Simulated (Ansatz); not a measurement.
Consider the ligand exchange at the Si–O bond: `[AlH2][NH][SiH2]O[SiH3]` + `[NH2][In]([OH])[SH]` → `[NH2][In]([SH])[O][SiH3]` + `O[SiH2][NH][AlH2]`.

Isolated molecules relaxed with PBE0-D4/def2-TZVP in Ansatz; ΔE leaves out vibrations. CCSD(T)/CBS is the MP2 limit (def2-TZVPP, def2-QZVPP) plus CCSD(T) − MP2 in def2-TZVPP, frozen cores. Functionals use def2-TZVPP. Elements past krypton have def2 core potentials. For In outer-core shells are correlated without core-valence functions, which leaves a few kJ/mol of doubt a bond. One conformer a species, not always the lowest.

```json
{"level": "r2SCAN0-D4", "ΔE (kJ/mol)": "-2.3"}
{"level": "PBE-QIDH", "ΔE (kJ/mol)": "-2.9"}
{"level": "r2SCAN0", "ΔE (kJ/mol)": "-2.5"}
{"level": "CCSD/def2-TZVPP", "ΔE (kJ/mol)": "-2.7"}
```

Problem. What does CCSD(T)/CBS give? (An estimate is asked.)

Solution. Ansatz gave: -2.6 kJ/mol. The listed levels differ from it by 0.3, -0.3, 0.1, -0.1 kJ/mol.

Largest T1 diagnostic among the species: 0.015.

From BLYP to BHLYP (50 % exact exchange), in def2-TZVPP and without D4, ΔE moves by −3.6 kJ/mol. At CCSD(T), def2-SVP lies −5.3 kJ/mol from the extrapolated value and def2-TZVPP −0.5 kJ/mol. Leaving LDA and LC-ωPBE aside and taking each functional with its dispersion term where it has one, the values, not all of them listed here, spread over 8.6 kJ/mol, from B97M-V to BLYP-D4.
